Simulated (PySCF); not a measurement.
Electric properties by functional and basis

Species: C4H8Se.
SMILES: `C/C=C\[Se]C`

PySCF, dipoles from the SCF density, polarisabilities from static response with core orbitals frozen. Isolated species at its PBE0-D3(BJ)/def2-SVP geometry (one conformer only). The LDA/def2-SVPD calculation is non-relativistic and has no spin–orbit coupling, an omission that weighs most on selenium.

Problem. Compare the levels for these properties.

Solution. 

| level | μ (D) | α (au) | anisotropy (au) |
| --- | --- | --- | --- |
| LDA/def2-SVPD | 1.035 | 85.37 | 51.03 |
| PBE/def2-SVPD | 1.018 | 84.53 | 50.39 |
| B3LYP/def2-SVPD | 1.043 | 82.72 | 48.96 |
| PBE0/def2-SVPD | 1.091 | 81.78 | 48.43 |
| BHandHLYP/def2-SVPD | 1.121 | 80.30 | 47.54 |
| CAM-B3LYP/def2-SVPD | 1.083 | 81.19 | 47.45 |
| wB97X-D/def2-SVPD | 1.111 | 81.29 | 46.99 |
| LC-wPBE/def2-SVPD | 1.142 | 78.80 | 45.50 |
| HF/def2-SVPD | 1.277 | 78.66 | 46.59 |
| PBE0/6-31G* | 1.266 | 66.80 | 49.30 |
| PBE0/def2-SVP | 1.016 | 68.73 | 52.13 |
| PBE0/aug-cc-pVDZ | 1.097 | 83.23 | 49.22 |
| PBE0/def2-TZVP | 1.096 | 78.02 | 51.83 |
| PBE0/def2-TZVPD | 1.078 | 83.45 | 49.14 |

The anisotropy is √(½[(α1 − α2)² + (α2 − α3)² + (α3 − α1)²]). The dipole runs from 1.02 D (PBE0/def2-SVP) to 1.28 D (HF/def2-SVPD). No reference polarisability is at hand; against PBE0 in the largest diffuse basis at hand (def2-TZVPD) the other PBE0 rows deviate by 6-31G* -20%, def2-SVP -18%, def2-SVPD -2%, aug-cc-pVDZ 0%, def2-TZVP -7%. In one basis (def2-SVPD) the functionals order the polarisability from HF (lowest) to LDA (highest), a spread of 9%. With PBE0 the polarisability is 71.18 au without diffuse functions (mean of 6-31G*, def2-SVP and def2-TZVP) and 82.82 au with them (mean of def2-SVPD, aug-cc-pVDZ and def2-TZVPD).
